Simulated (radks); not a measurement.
Results of a calculation; reference values are marked as such.
Q: The strontium ion Sr37+, 1s1. Level of theory: non-relativistic Kohn-Sham, exchange-only LDA, spin-polarised, spherical densities, point nucleus (a radial shooting solver on a logarithmic mesh with Libxc functionals). Every spin shell is full or empty, so the densities are truly spherical. Functionals are evaluated on that one density, not self-consistently. Rank these exchange functionals by their error against the exact value of the orbitals, and give that value: LDA, PBEsol, revPBE, PW91, OPTX, WC, B86b, EV93, revTPSS, SCAN, MVS.

A: Exact: -11.8575 hartree. From best to worst, with 100 (|E| - |E exact|)/|E exact| (equal figures are ties): revTPSS 0.00, SCAN 0.00, MVS 0.00, OPTX -0.60, revPBE -0.63, B86b -1.14, PW91 -1.79, EV93 +3.70, WC -4.04, PBEsol -6.33, LDA -14.22.
